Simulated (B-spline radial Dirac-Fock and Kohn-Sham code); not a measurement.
Level of theory: Dirac-Fock energy differences between relaxed states, corrected for Breit and QED terms; a B-spline atomic structure program. No correlation.

Question: Identify the element and charge state from the binding energies below (tabulated ground configuration; the least bound level is included).

```
level  binding energy (eV)
   2s               9326.0
2p3/2               8126.7
3p3/2               2221.5
   4s                959.1
4p1/2                875.9
4p3/2                835.7
   4d                695.3
```

Answer: Tb²¹⁺: Z = 65 with 44 electrons, [Kr] 4d8.

Question: An atom or ion in its tabulated ground configuration has these computed binding energies (the last is its least bound level). Which is it?

```
level  binding energy (eV)
    K              30958.2
   L1               5168.9
   L2               4846.6
   M1               1389.3
   M4                980.4
   N1                539.6
 N2,3                482.6
```

Answer: Sb¹⁷⁺: Z = 51 with 34 electrons, [Ar] 3d10 4s2 4p4. The hydrogen-like estimate √(E/Ry) = 47.7 for the K level lies 3.3 below Z (screening lowers it, relativity raises it); the outermost level, at 482.6 eV, fixes the charge.

Question: Identify the element and charge state from the binding energies below (tabulated ground configuration; the least bound level is included).

| level | binding energy (eV) |
| --- | --- |
| K | 13134.1 |
| L1 | 2670.1 |
| L2,3 | 2499.6 |

Answer: As²⁴⁺: Z = 33 with 9 electrons, [He] 2s2 2p5. The hydrogen-like estimate √(E/Ry) = 31.1 for the K level lies 1.9 below Z; the outermost level, at 2499.6 eV, fixes the charge.

Question: An atom or ion in its tabulated ground configuration has these computed binding energies (the last is its least bound level). Which is it?

| level | binding energy (eV) |
| --- | --- |
| 2p3/2 | 10891.8 |
| 3d3/2 | 2051.7 |
| 4s | 682.8 |
| 4p3/2 | 494.5 |
| 4d3/2 | 314.4 |
| 4f5/2 | 70.28 |
| 6s | 15.16 |

Answer: Os⁺: Z = 76 with 75 electrons, [Xe] 4f14 5d6 6s1.

Question: Identify the element and charge state from the binding energies below (tabulated ground configuration; the least bound level is included).

```
level  binding energy (eV)
   2s               8206.7
2p1/2               7776.8
   3s               2190.0
3p1/2               2006.1
4p1/2                703.9
4p3/2                673.4
   4d                547.0
```

Answer: Sm¹⁸⁺: Z = 62 with 44 electrons, [Kr] 4d8.
